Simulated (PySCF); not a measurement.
ClH10NO2Si4. Atoms are numbered in the order given.

```xyz
18

Si    -2.2741    -2.0387     0.7071
N     -0.5470    -1.7651     0.5614
Si     0.1740    -0.2936     0.1040
Cl     0.9401    -0.3054    -1.8352
O      1.4373     0.0863     1.0751
Si     2.9166     0.8637     1.0022
O     -1.0253     0.8247     0.1373
Si    -1.6531     2.0824    -0.7698
H     -2.4638    -3.5107     0.8610
H     -2.9862    -1.5676    -0.5163
H     -2.8737    -1.3509     1.8889
H      0.0660    -2.5373     0.8107
H      2.7825     2.1680     0.2910
H      3.9089     0.0064     0.2940
H      3.3622     1.0972     2.4020
H     -2.7434     2.6998     0.0315
H     -0.5924     3.0946    -1.0432
H     -2.1969     1.5667    -2.0577
```
Charge 0, spin multiplicity 1.

Geometry: r2SCAN-D4/def2-SVP. One conformer was computed; it need not be the lowest.

Calculation: PySCF 2.14.0 with TDDFT-PBE0/def2-SVP.

Vertical excitations. The molecule is in vacuum.

| state | energy (eV) | λ (nm) | f | main pairs |
|---|---|---|---|---|
| S1 | 6.79 | 183 | 0.004 | HOMO→LUMO 87 % |
| S2 | 7.60 | 163 | 0.004 | HOMO→LUMO+1 48 %, HOMO→LUMO+2 37 % |
| S3 | 7.63 | 163 | 0.015 | HOMO→LUMO+2 46 %, HOMO→LUMO+1 35 %, HOMO→LUMO 9 % |
| S4 | 7.75 | 160 | 0.001 | HOMO−1→LUMO 71 %, HOMO−2→LUMO 14 % |
| S5 | 7.91 | 157 | 0.002 | HOMO−2→LUMO 69 %, HOMO−1→LUMO 13 % |
| S6 | 7.99 | 155 | 0.004 | HOMO−3→LUMO 41 %, HOMO−4→LUMO 27 %, HOMO−1→LUMO+1 17 % |
| S7 | 8.09 | 153 | 0.002 | HOMO−5→LUMO 31 %, HOMO−3→LUMO 25 %, HOMO−2→LUMO+1 19 %, HOMO−4→LUMO 9 % |
| S8 | 8.15 | 152 | 0.042 | HOMO→LUMO+3 74 %, HOMO→LUMO+1 11 % |
| S9 | 8.34 | 149 | 0.016 | HOMO−6→LUMO 57 %, HOMO−3→LUMO+1 10 % |
| S10 | 8.36 | 148 | 0.029 | HOMO−4→LUMO 33 %, HOMO−5→LUMO 26 %, HOMO−3→LUMO 17 %, HOMO−6→LUMO 10 % |
| T1 | 6.44 | 192 | 0 | HOMO→LUMO 71 %, HOMO→LUMO+2 25 % |
| T2 | 7.36 | 168 | 0 | HOMO−1→LUMO 35 %, HOMO→LUMO+2 21 %, HOMO−2→LUMO 14 %, HOMO→LUMO 7 % |
| T3 | 7.42 | 167 | 0 | HOMO→LUMO+2 38 %, HOMO−1→LUMO 18 %, HOMO→LUMO 13 %, HOMO−2→LUMO 8 % |
| T4 | 7.47 | 166 | 0 | HOMO→LUMO+1 50 %, HOMO−2→LUMO 10 %, HOMO→LUMO+3 10 % |
Triplets are in the Tamm–Dancoff approximation, which puts them higher than full response would, so one can lie above its singlet here.
